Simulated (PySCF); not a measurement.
Au (SMILES [Au]), doublet (core potentials on Au). Base run: PySCF with B3LYP/def2-TZVP.

PySCF was given this input:
```python
from pyscf import gto, scf, dft

mol = gto.M(
    atom='''
Au    0.00000000    0.00000000    0.00000000
''',
    basis='def2-tzvp',
    ecp={'Au': 'def2-tzvp'},
    spin=1,
    verbose=4,
)

mf = dft.UKS(mol)
mf.xc = 'b3lyp'
mf.kernel()
mf.analyze()
```

Each row names what was changed in the base input (with any setting that the change needs).

| change | ΔE vs base (mEh) | SCF cycles | <S^2> | outcome |
|---|---|---|---|---|
| base | 0.000 | 10 | 0.751 | converged |
| solver = newton; init_guess = 1e | 0.000 | - | 0.751 | converged |
| conv_tol = 1e-11 | 0.000 | 10 | 0.751 | converged |
| level_shift = 0.5 (with mf.max_cycle = 100) | 0.000 | 15 | 0.751 | converged |
| init_guess = atom | 0.000 | 7 | 0.751 | converged |
| level_shift = 0.1 (with mf.max_cycle = 100) | 0.000 | 16 | 0.751 | converged |
| diis = off (with mf.max_cycle = 100) | - | 100 | - | not converged |
| diis_space = 12 | 0.000 | 10 | 0.751 | converged |
| init_guess = mod_huckel | 0.000 | 7 | 0.751 | converged |
| damp = 0.5; diis_start_cycle = 5 | 0.000 | 9 | 0.751 | converged |
| conv_tol = 1e-6 | 0.000 | 8 | 0.751 | converged |
| solver = newton | 0.000 | - | 0.751 | converged |
| conv_tol = 1e-4 | 0.001 | 6 | 0.751 | converged |

Open shells are given as the SCF converged; they aren't shown to be the lowest states, and a large step between rows can be another state.
